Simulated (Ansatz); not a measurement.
Mulliken charges of CH5FSSi (`FC[SiH2]S`) from PBE/def2-TZVPP in Ansatz (PBE0-D4/def2-TZVP geometry).

```tsv
atom	x (Å)	y (Å)	z (Å)	charge (e)
F1	-0.268	1.661	-0.845	-0.210
C2	0.738	0.863	-0.306	-0.025
Si3	0.051	-0.868	0.029	0.277
S4	-1.557	-0.781	1.427	-0.260
H5	1.092	1.335	0.615	0.097
H6	1.569	0.833	-1.020	0.094
H7	1.104	-1.698	0.666	-0.052
H8	-0.372	-1.472	-1.260	-0.048
H9	-2.268	0.080	0.677	0.127
```

Q: By hand: the dipole of these point charges (1 e Å = 4.8032 D).

A: Σ q r = (0.383, -0.031, -0.102) e Å, of length 0.398 e Å = 1.91 D.

Q: How does the dipole of the full density compare? (Estimate.)

A: Computed: (0.260, -0.019, -0.056) e Å, 1.28 D; the point charges give 1.49 times that, at 3° from its direction.

Point charges leave out the atoms' own dipoles, such as those of lone pairs, and Mulliken's split depends on the basis, so the two needn't agree.
